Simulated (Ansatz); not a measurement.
`[CH3][Ga]([F])[SeH]` and `CB(F)[SeH]` differ in one element.

Ansatz, PBE0-D4/def2-TZVP geometries, multiplicity 1. Each molecule was computed in one conformer, which needn't be the lowest.

Scalar relativity is left out up to krypton.

| property | `[CH3][Ga]([F])[SeH]` |
| --- | --- |
| HOMO energy (PBE/def2-TZVPP) / eV | -6.30 |
| LUMO energy (ωB97M-V/def2-TZVPP) / eV | 0.91 |
| HOMO–LUMO gap (ωB97M-V/def2-TZVPP) / eV | 10.50 |
| zero-point energy (PBE0-D4/def2-TZVP) / kJ/mol | 121.3 |
| HOMO energy (B3LYP/def2-TZVPP) / eV | -7.20 |
| HOMO–LUMO gap (PBE0/def2-TZVPP) / eV | 6.66 |

(1) What does the change do to each property? (An estimate is asked.)

Answers

(1) Computed: 
```csv
property,`CB(F)[SeH]`,shift
HOMO energy (PBE/def2-TZVPP) / eV,-6.38,-0.08
LUMO energy (ωB97M-V/def2-TZVPP) / eV,1.71,0.80
HOMO–LUMO gap (ωB97M-V/def2-TZVPP) / eV,11.36,0.86
zero-point energy (PBE0-D4/def2-TZVP) / kJ/mol,136.1,14.8
HOMO energy (B3LYP/def2-TZVPP) / eV,-7.27,-0.07
HOMO–LUMO gap (PBE0/def2-TZVPP) / eV,7.17,0.51
```

With PBE0 the HOMO falls by 0.07 eV and the LUMO rises by 0.44 eV, so the gap widens by about 0.51 eV. PBE moves the HOMO by -0.08 eV and ωB97M-V by -0.06 eV.

B3LYP here is the variant with VWN-RPA as its local correlation; programs differ in this.

Spin–orbit coupling is left out; it splits and shifts lone-pair levels of the heavy atoms by tenths of an eV.
